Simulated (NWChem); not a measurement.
# C₄H₃NOS; SMILES O=Cc1cncs1

```xyz
10

O     -0.2366     2.6539     0.0000
C      0.6354     1.8210     0.0000
C      0.4086     0.3775     0.0000
C      1.3453    -0.6351     0.0000
N      0.8537    -1.8982     0.0000
C     -0.4495    -1.8714     0.0000
S     -1.1747    -0.3100     0.0000
H      1.7186     2.1023     0.0000
H      2.4254    -0.4686     0.0000
H     -1.0715    -2.7704     0.0000
```
Atoms are numbered in this order, from 1.

Computed with NWChem. Pople sets run with spherical d functions. Coordinates come from a PBE0/def2-SVP optimisation.

Problem. Taking CAM-B3LYP/6-311++G** as the yardstick, which of these has the fewest basis functions while keeping “highest occupied level (eV)” within 0.05 eV of it: CAM-B3LYP/6-31+G*; CAM-B3LYP/3-21G; CAM-B3LYP/6-31G*; CAM-B3LYP/STO-3G; CAM-B3LYP/6-311G**?

Solution. CAM-B3LYP/6-31+G* (a larger set in the list lies outside the tolerance).
```json
[
 {"level": "CAM-B3LYP/STO-3G", "basis functions": "42", "highest occupied level (eV)": "-6.15", "relative time (rough)": "1"},
 {"level": "CAM-B3LYP/3-21G", "basis functions": "73", "highest occupied level (eV)": "-8.88", "relative time (rough)": "3"},
 {"level": "CAM-B3LYP/6-31G*", "basis functions": "108", "highest occupied level (eV)": "-8.87", "relative time (rough)": "10"},
 {"level": "CAM-B3LYP/6-31+G*", "basis functions": "136", "highest occupied level (eV)": "-9.16", "relative time (rough)": "30"},
 {"level": "CAM-B3LYP/6-311G**", "basis functions": "152", "highest occupied level (eV)": "-9.06", "relative time (rough)": "30"},
 {"level": "CAM-B3LYP/6-311++G**", "basis functions": "183", "highest occupied level (eV)": "-9.20", "relative time (rough)": "70"}
]
```

The yardstick is one finite set, not the basis-set limit.
